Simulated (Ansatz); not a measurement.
Geometry optimisation, RKS B3LYP-D4/def2-SVP in Ansatz.

The input (input.yaml):

```yaml
crystal:
  periodic: [false, false, false]
  atoms:
    - { symbol: "N", position_ang: [-1.239, 1.2797, 0.6631] }
    - { symbol: C, position_ang: [-0.1457, 0.9594, 1.1023] }
    - { symbol: C, position_ang: [0.2936, -0.4494, 0.9466] }
    - { symbol: Ga, position_ang: [1.3028, -0.575, -0.6798] }
    - { symbol: "N", position_ang: [-0.303, -1.1507, -1.8794] }
    - { symbol: H, position_ang: [-1.9208, 0.6695, 0.19] }
    - { symbol: H, position_ang: [0.5314, 1.7006, 1.5734] }
    - { symbol: H, position_ang: [-0.3034, -1.1123, 1.5243] }
    - { symbol: H, position_ang: [1.3671, -0.5313, 1.3868] }
    - { symbol: H, position_ang: [2.1308, 0.7385, -1.1067] }
    - { symbol: H, position_ang: [0.40041, -1.28494, -2.63754] }
    - { symbol: H, position_ang: [-0.82927, -2.03971, -1.83097] }
basis:
  gaussian: { orbitals: def2-SVP }
hamiltonian:
  xc: b3lyp
  dispersion: d4
relax:
  f_tol: 0.015
  max_steps: 40
output:
  orbitals: {}
```

Launched with:

```bash
$ ansatz run input.yaml --threads 2 --pin off --max-ram 3072MiB --backend cpu --events-out ev --progress --plain --runs-dir out
```

Q: Where does it end, and by what steps?

A: The run converged. The force dipped under the threshold on the way, but the program's further checks kept it going. After 23 steps the energy has fallen by 2.831 eV; H6 moved furthest, 0.74 Å.

| step | energy less start (eV) | largest force component (eV/Å) | accepted |
| --- | --- | --- | --- |
| 0 | 0.0000 | 4.201 | yes |
| 1 | -1.8286 | 2.113 | yes |
| 2 | -2.5108 | 1.932 | yes |
| 3 | -2.6662 | 1.061 | yes |
| 4 | -2.7555 | 0.609 | yes |
| 5 | -2.7811 | 0.549 | yes |
| 6 | -2.8059 | 0.261 | yes |
| 7 | -2.8157 | 0.180 | yes |
| 8 | -2.8099 | 0.548 | no |
| 9 | -2.8238 | 0.054 | yes |
| 10 | -2.8273 | 0.043 | yes |
| 11 | -2.8283 | 0.230 | yes |
| 12 | -2.8299 | 0.048 | yes |
| 13 | -2.8299 | 0.091 | no |
| 14 | -2.8302 | 0.015 | yes |
| 15 | -2.8304 | 0.011 | yes |
| 16 | -2.8305 | 0.020 | yes |
| 17 | -2.8306 | 0.013 | yes |
| 18 | -2.8307 | 0.013 | yes |
| 19 | -2.8308 | 0.021 | yes |
| 20 | -2.8308 | 0.026 | yes |
| 21 | -2.8309 | 0.027 | yes |
| 22 | -2.8309 | 0.016 | yes |
| 23 | -2.8309 | 0.007 | yes |

```xyz
12
Properties=species:S:1:pos:R:3
N -1.415 1.488 1.164
C -0.213 1.070 1.233
C 0.315 -0.304 0.965
Ga 1.078 -0.382 -0.884
N 0.197 -1.444 -2.069
H -2.047 0.712 0.919
H 0.556 1.822 1.491
H -0.478 -1.066 1.047
H 1.130 -0.554 1.664
H 2.332 0.404 -1.390
H 0.459 -1.549 -3.044
H -0.626 -1.995 -1.847
```

The run took 58 s on 2 threads of INTEL(R) XEON(R) PLATINUM 8581C CPU @ 2.30GHz (Emerald Rapids) (shared host), peak memory 0.34 GiB.
